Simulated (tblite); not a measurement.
Species: C5H12Si3.
Structure used (GFN2-xTB), in Å, numbered top down from 1:
```xyz
20
C5H12Si3 angstrom
C      2.2423    2.3543    0.9492
C      1.6526    1.3118    0.8476
Si     0.7254   -0.2860    0.6802
C      1.4460   -1.2497   -0.7691
C      2.1186   -0.7053   -1.7699
C     -1.1255    0.0908    0.3847
Si    -1.4095    1.2999   -1.0587
Si    -2.1633   -1.4933    0.2126
H      2.7623    3.2653    1.0388
H      0.9169   -1.0447    1.9308
H      1.2770   -2.3201   -0.7822
H      2.3190    0.3540   -1.8008
H      2.5042   -1.2827   -2.5978
H     -1.4781    0.5998    1.2873
H     -0.6906    2.5530   -0.8112
H     -0.9428    0.7095   -2.3154
H     -2.8413    1.6000   -1.1778
H     -1.9762   -2.3434    1.3949
H     -3.5866   -1.1603    0.1033
H     -1.7556   -2.2423   -0.9785
```

Level: GFN2-xTB in tblite, geometry and Hessian alike; calculated harmonic values, unscaled, isolated species. Against measured fundamentals such values can be off by several per cent, at times by over 20. Modes of hydrogen on silicon can be 10 to 20 % off. One conformer, not necessarily the lowest.

Harmonic wavenumbers (cm⁻¹): 28.2, 34.4, 78.8, 89.8, 113.2, 123.3, 129.2, 161.4, 175.1, 234.3, 251.6, 278.6, 366.2, 464.9, 486.0, 504.4, 513.7, 529.0, 614.5, 619.1, 630.5, 670.9, 683.0, 694.7, 748.8, 780.1, 782.5, 791.7, 796.1, 806.6, 813.3, 833.3, 836.7, 921.2, 1010.5, 1030.2, 1071.9, 1075.8, 1276.8, 1421.7, 1671.7, 2151.9, 2208.6, 2214.5, 2221.3, 2237.3, 2242.0, 2246.1, 2252.3, 2911.4, 3026.1, 3064.0, 3097.9, 3348.5.

A = 1390, B = 819.6, C = 713.5 MHz; mass 156.025 u (most abundant isotopes); point group C1, symmetry number 1.

Zero-point energy?

Half the sum of the wavenumbers: 29183 cm⁻¹ = 349.10 kJ/mol.

Give the ideal-gas entropy at 200 K and 1 bar in the rigid-rotor, harmonic-oscillator model (classical rotation).

Translation 163.54, rotation 122.05, vibration 135.69: S = 421.3 J/(mol K).

And Cp and H(200 K) − H(0)?

Cp = 163.46 J/(mol K), of which vibrations give 130.20 (their classical limit is 54 R = 449.0); H(200 K) − H(0) = 20.56 kJ/mol without the zero-point energy, 13.91 from vibrations.

What must be added to the electronic energy to get the Gibbs energy at 200 K and 1 bar?

ZPE + [H(200 K) − H(0)] − T·S = 349.10 + 20.56 − 84.25 = 285.41 kJ/mol.

Blend soft modes into free rotors: weight 1/[1 + (100 cm⁻¹/ν̃)⁴] for the oscillator and the rest for a rotor with moment μB/(μ + B), μ = h/(8π²ν), B = 10⁻⁴⁴ kg m². What vibrational entropy results?

122.51 J/(mol K) in place of 135.69, which changes −T·S at 200 K by +2.64 kJ/mol.

Hindered rotation and anharmonicity are outside this model. Other conformers, if any are populated, would add a mixing term that is left out. The structure is chiral; the term R ln 2 for an equal mix with its mirror image is left out.
